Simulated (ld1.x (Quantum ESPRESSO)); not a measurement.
Ranking TM semilocal potentials for aluminium (Al)

All share these settings but for the change named:

ld1.x (Quantum ESPRESSO) 7.5 input, shortened:

```
&input
   title='Al', zed=13., rel=1, dft='PBE', iswitch=3,
   config='[Ne] 3s2 3p0 3d-2'
 /
 &inputp
   pseudotype=1, tm=.true., lloc=1,
   nlcc=.true., rcore=1.15
 /
3
3S  1  0   2.00   0.00  1.65  1.65  0.0
3D  3  2  -2.00  -0.15  2.45  2.45  0.0
3P  2  1   0.00   0.00  2.35  2.35  0.0
 &test
   configts(1)='3s2 3p0'
 /
```

Test errors are all-electron minus pseudo excitation energies from the reference, over 3s2 3p1; 3s1 3p0; 3s2 3p0.5; 3s1 3p2; 3s2 3p1.3; 3s1 3p1; 3s0 3p3. None of these files shows a bound ghost.

The base gives 12.9 meV.

Of 12 variants that were run, those that failed, showed a ghost or another fault, or gave nearly equal values are left out.

A variant can come out equal or close to the base, since the largest error may sit in a test that the change hardly touches while other tests move.

(1) Rank these variants by their largest absolute test error, smallest first.
A. all radii but the core radius scaled by about 1.06 (s 1.76, p 2.50, d 2.60 bohr)
B. wave 3d channel at -0.15 Ry: rc 2.45 bohr becomes 3d channel at 1.22 Ry: rc 2.45 bohr
C. core correction a·sin(br)/r model core inside 1.88 bohr
D. wave 3p (bound): rc 2.35 bohr becomes 3p (bound): rc 3.44 bohr

Results:

(1) D (4.6 meV), C (7.3 meV), A (11.4 meV), B (12.9 meV).
